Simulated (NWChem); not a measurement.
A series in which one site is exchanged, each optimised at PBE0/def2-SVP with NWChem, gas phase unless a solvent is named. This build's default masses of Se (78.918 u) and Br (79.917 u) are each other's, which moves their modes by up to 0.6 %. For some, no frequency run checked for a minimum. def2 effective core potentials on I; no spin-orbit coupling.

A: [TiH3][F] (TiH3F; site = F)
B: [Br][TiH3] (TiH$_{3}$Br; site = Br)
C: [TiH3][I] (TiH3I; site = I)
D: [TiH3][Cl] (TiH₃Cl; site = Cl)

```csv
quantity,A,B,C,D
"dipole (D), PBE0/def2-SVP",___,0.52,0.36,0.56
"orbital gap (eV), PBE0/def2-SVP",___,5.97,5.22,6.04
"vertical ionisation energy, ΔSCF, CAM-B3LYP/def2-SVP (eV)",___,11.41,10.51,11.50
"static polarisability, CAM-B3LYP/def2-SVPD (bohr³)",___,65.5,79.8,57.5
"lowest singlet excitation, CAM-B3LYP/def2-SVPD, TDA (eV)",___,3.30,3.25,3.32
```

Q: Complete the blanks.

A: 
- dipole (D), PBE0/def2-SVP, A: 0.47
- orbital gap (eV), PBE0/def2-SVP, A: 6.14
- vertical ionisation energy, ΔSCF, CAM-B3LYP/def2-SVP (eV), A: 11.66
- static polarisability, CAM-B3LYP/def2-SVPD (bohr³), A: 43.2
- lowest singlet excitation, CAM-B3LYP/def2-SVPD, TDA (eV), A: 3.41
